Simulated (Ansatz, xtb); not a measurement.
## OPSiZn−: which of two structures lies lower

Structure X is a triplet given by its coordinates and structure Y is a singlet given by its coordinates. Both are isolated ions in the gas phase, relaxed with B3LYP-D3(BJ)/def2-SVPD.

X (Å):

```json
{"atom": "O", "x (Å)": "1.5169", "y (Å)": "1.8706", "z (Å)": "1.8031"}
{"atom": "P", "x (Å)": "2.9315", "y (Å)": "-0.7446", "z (Å)": "0.5243"}
{"atom": "Si", "x (Å)": "2.8603", "y (Å)": "1.3570", "z (Å)": "1.0750"}
{"atom": "Zn", "x (Å)": "0.7770", "y (Å)": "-0.2609", "z (Å)": "1.6083"}
```

Close contacts (Å): O1–Si3 1.61, O1–Zn4 2.26, P2–Si3 2.17, P2–Zn4 2.46, Si3–Zn4 2.69.

Y (Å):

```yaml
atoms:
  - { symbol: O, position_ang: [0.0000, 0.0000, -0.7635] }
  - { symbol: P, position_ang: [0.0000, 0.0000, 2.8074] }
  - { symbol: Si, position_ang: [0.0000, 0.0000, 0.8180] }
  - { symbol: Zn, position_ang: [0.0000, 0.0000, -2.8618] }
```

Close contacts (Å): O1–Si3 1.58, O1–Zn4 2.10, P2–Si3 1.99.

Question: Estimate which is lower in electronic energy at CCSD(T)/def2-SVPD + ΔMP2/def2-TZVPPD, and by roughly how much.

Answer: The CCSD(T)/def2-SVPD + ΔMP2/def2-TZVPPD calculation puts structure Y lower, by 90.3 kJ/mol.

Level by level:

```
                               level                geometry  E(Y) − E(X) (kJ/mol)  departure from the last row (kJ/mol)  job, with rough time for the two
              B3LYP-D3(BJ)/def2-SVPD  B3LYP-D3(BJ)/def2-SVPD                   −79.9                                 +10.4             optimisation, 6.2 min
                        HF/def2-SVPD  B3LYP-D3(BJ)/def2-SVPD                   −37.1                                 +53.2           part of the CCSD(T) run
                       MP2/def2-SVPD  B3LYP-D3(BJ)/def2-SVPD                   −75.4                                 +14.9           part of the CCSD(T) run
                   CCSD(T)/def2-SVPD  B3LYP-D3(BJ)/def2-SVPD                   −83.5                                  +6.7                      single point
CCSD(T)/def2-SVPD + ΔMP2/def2-TZVPPD  B3LYP-D3(BJ)/def2-SVPD                   −90.3                                                   single point, 4.5 min
```

The levels shown agree on the order. The largest departure from CCSD(T)/def2-SVPD + ΔMP2/def2-TZVPPD is that of HF/def2-SVPD, 53.2 kJ/mol. At CCSD(T)/def2-SVPD + ΔMP2/def2-TZVPPD a singlet with the links of X lies below this triplet. Levels run at GFN2-xTB geometries aren't shown. The last row adds to CCSD(T) the change of the MP2 difference between the two basis sets, here −6.7 kJ/mol.

With harmonic frequencies from B3LYP-D3(BJ)/def2-SVPD (ideal gas, rigid rotor, one conformer each, 298.15 K, 1 atm): on the last row, ΔE + ΔZPE = −88.9 kJ/mol. A mode under 50 cm⁻¹ makes harmonic enthalpies and free energies unreliable, so none is given.

Open shells are spin-unrestricted. The correlated steps freeze 16 core orbitals; the last core shell of Zn is correlated, in a basis made for valence electrons. ΔG holds the spin degeneracy. Run with Ansatz 0.2.0; the last row on 1 thread of AMD EPYC (Zen 3) on a shared host.
